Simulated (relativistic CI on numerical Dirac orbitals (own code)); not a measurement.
# Hyperfine structure of Te24+, mass number 125

Computed by Dirac-Coulomb-Breit CI, separate exchange-only KLI orbitals for each configuration, model QED (radiative potential, 1s self-energy scaled to tabulated hydrogen-like ionisation energies), unscaled Slater integrals (own radial code, finite nucleus).

CI space (outside the closed core [Ne]): 3s2 3p6 3d10, 3s2 3p6 3d9 4s, 3s2 3p6 3d9 4p, 3s2 3p6 3d9 4d, 3s2 3p6 3d9 4f, 3s2 3p5 3d10 4s, 3s2 3p6 3d8 4s2, 3s2 3p5 3d10 4p, 3s2 3p6 3d8 4s 4p, 3s2 3p6 3d9 5s, 3s2 3p6 3d8 4p2, 3s2 3p6 3d9 5p, 3s2 3p6 3d8 4s 4d, 3s2 3p5 3d10 4d, 3s 3p6 3d10 4s, 3s2 3p6 3d9 5d. Levels of other configurations are missing.

Nuclear spin I = 1/2, μ = -0.887 μN (tables of Stone and Pyykkö). The electronic factors are computed for point nuclear moments, without core polarisation or the Bohr-Weisskopf and QED corrections.

```
               Level   E (Ry)  A (GHz)
 3s2 3p6 3d9 4s 3D_3  37.8528   -105.1
 3s2 3p6 3d9 4s 1D_2  37.9292    68.96
 3s2 3p6 3d9 4s 3D_1  38.6632    83.86
 3s2 3p6 3d9 4s 3D_2  38.7220   -165.8
3s2 3p6 3d9 4p 3P°_2  41.4338    7.699
3s2 3p6 3d9 4p 3F°_2  42.2623   -70.54
3s2 3p6 3d9 4p 3F°_4  42.5496   -20.26
3s2 3p6 3d9 4p 1D°_2  42.6641   -20.73
```

Levels with J = 0, under 50 % of one LS term, or S terms without an open s electron are left out. Small factors come from cancelling terms and can be off by tens of per cent or more.

At this charge energies of transitions that change n are usually good to better than 1 %, and those within a shell (Δn = 0) to a few per cent.

(1) Give the hyperfine levels of 3s2 3p6 3d9 4s 3D_3 relative to its centre of gravity.

Answers

(1) With K = F(F + 1) − I(I + 1) − J(J + 1), E = AK/2: F = 5/2: 210.3, F = 7/2: -157.7 GHz.

LS names give the leading component of a level, which can be under half, so a name can repeat, a term be missing and a line seem to break the LS rules.
